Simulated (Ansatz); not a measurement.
Geometry optimisation, RKS B3LYP-D4/def2-SVP (Ansatz).

The input (input.yaml):

```yaml
crystal:
  periodic: [false, false, false]
  atoms:
    - { symbol: C, position_ang: [2.0573, 0.7321, -1.2981] }
    - { symbol: C, position_ang: [1.0176, 0.595, -0.6509] }
    - { symbol: C, position_ang: [-0.1759, 0.396, 0.1149] }
    - { symbol: Si, position_ang: [-0.7239, -1.2449, 0.4127] }
    - { symbol: C, position_ang: [-0.754, 1.4026, 0.6308] }
    - { symbol: O, position_ang: [-1.3179, 2.3432, 1.1223] }
    - { symbol: H, position_ang: [1.09925, 1.5275, -1.20936] }
    - { symbol: H, position_ang: [-2.142, -1.3658, -0.1181] }
    - { symbol: H, position_ang: [-0.8201, -1.5596, 1.9085] }
    - { symbol: H, position_ang: [0.0305, -2.2936, -0.2286] }
basis:
  gaussian: { orbitals: def2-SVP }
hamiltonian:
  xc: b3lyp
  dispersion: d4
relax:
  f_tol: 0.02
  max_steps: 50
output:
  orbitals: {}
```

Command:

```bash
$ ansatz run input.yaml --threads 2 --pin off --max-ram 3072MiB --backend cpu --events-out ev --progress --plain --runs-dir out
```

Problem. Where does it end, and by what steps?

Solution. The run converged. After 19 steps the energy has fallen by 3.100 eV; H7 moved furthest, 1.63 Å. Parted: C2–H7.

```tsv
step	energy less start (eV)	largest force component (eV/Å)	accepted
0	0.0000	5.976	yes
1	-0.7304	1.456	yes
2	-0.9040	0.385	yes
3	-0.9435	1.105	yes
4	-1.0223	0.691	yes
5	-1.1228	1.158	yes
6	-1.3084	1.772	yes
7	-1.4546	2.868	yes
8	-2.0708	2.750	yes
9	-2.4740	3.340	yes
10	-2.7771	1.245	yes
11	-2.8977	3.241	yes
12	-2.9966	1.415	yes
13	-3.0362	1.307	yes
14	-3.0861	0.388	yes
15	-3.0887	0.280	yes
16	-3.0957	0.192	yes
17	-3.0993	0.070	yes
18	-3.1000	0.023	yes
19	-3.1002	0.017	yes
```

```xyz
10
Properties=species:S:1:pos:R:3
C 1.381 1.060 -1.696
C 0.642 0.824 -0.762
C -0.229 0.475 0.309
Si -0.851 -1.300 0.490
C -0.637 1.362 1.211
O -1.026 2.090 2.026
H 2.034 1.282 -2.519
H -1.624 -1.686 -0.724
H -1.726 -1.353 1.696
H 0.308 -2.221 0.652
```

Run time: 63 s on 2 threads of Arm Neoverse V1, with other jobs on the host, peak memory 0.24 GiB.
